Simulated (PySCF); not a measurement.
PySCF input:

```python
from pyscf import gto, scf, dft

mol = gto.M(
    atom='''
    Ge   -0.17808290   -0.16009585   -0.01946895
    O    -1.47426511   -1.32535878   -0.16117430
    Cl   -0.49503636    1.69499532   -0.84431545
    Cl    1.52402304   -0.76994018    0.95680961
    ''',
    basis='def2-tzvpd',
    charge=1,
    spin=1,
    verbose=4,
)

mf = dft.UKS(mol, xc='tpssh').density_fit(auxbasis='def2-universal-jkfit')
mf.grids.level = 3
mf.conv_tol = 1e-9
mf.max_cycle = 100
mf.max_memory = 1500
mf.kernel()
if not mf.converged:
    mf = mf.newton()
    mf.kernel(mf.make_rdm1())
for _ in range(2):
    mo, _, stable, _ = mf.stability(return_status=True)
    if stable:
        break
    mf.kernel(mf.make_rdm1(mo, mf.mo_occ))
mf.analyze()
```

Question: What final total energy does it print?

Answer: -3072.36494 Eh (TPSSh/def2-TZVPD).
